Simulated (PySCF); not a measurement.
Molecule: `C(=C(/C#C)Cl)/OC`, C$_{5}$H$_{5}$ClO.

Bonds (- single, = double, # triple, : aromatic): C1#C2, C2-C3, C3-Cl4, C3=C5, C5-O6, O6-C7. C1 carries H8; C5 carries H9; C7 carries H10, H11, H12. Stereochemistry as in C#C/C(Cl)=C\OC.

Frames of a GFN2-xTB Langevin trajectory at 600 K; GIAO PBE0/pcSseg-1 shieldings in PySCF 2.14.0 with density-fitted response routines, gas phase, non-relativistic; equivalent atoms averaged within each frame.

Scale: TMS for $^{13}$C (σref 186.93), $^{1}$H (σref 31.72); $^{35}$Cl (σref 949.78) vs HCl; H2O for $^{17}$O (σref 336.08) (reference shieldings calculated alike). The references are static minima.

**Question.** How do the shifts (ppm) fluctuate along the trajectory?

**Answer.** 
| time (fs) | C5 | C3 | C2 | C1 | C7 | Cl4 | O6 | H9 | H10/H11/H12 | H8 |
| --- | --- | --- | --- | --- | --- | --- | --- | --- | --- | --- |
| 250 | 159.6 | 103.2 | 99.8 | 84.3 | 57.8 | 175 | 115.0 | 6.58 | 4.43 | 2.45 |
| 425 | 159.8 | 99.6 | 85.1 | 97.7 | 44.7 | 218 | 103.1 | 6.77 | 2.60 | 2.83 |
| 625 | 181.1 | 105.6 | 86.7 | 112.4 | 81.5 | 176 | 186.1 | 7.41 | 5.37 | 4.84 |
| 800 | 156.7 | 95.1 | 84.1 | 98.5 | 50.0 | 219 | 121.0 | 6.35 | 3.84 | 3.04 |
| 1000 | 159.0 | 107.8 | 90.1 | 95.4 | 65.5 | 248 | 130.2 | 6.12 | 4.83 | 3.54 |
| mean of frames | 163.2 | 102.3 | 89.1 | 97.7 | 59.9 | 207 | 131.1 | 6.65 | 4.21 | 3.34 |
| standard deviation | 10.1 | 5.0 | 6.4 | 10.0 | 14.5 | 31 | 32.3 | 0.49 | 1.06 | 0.93 |

5 frames give an uncertainty of the mean of about the standard deviation over 2.2 at best, since frames this close in time may not be independent; classical motion lacks zero-point vibration, and the reference would need the same averaging.
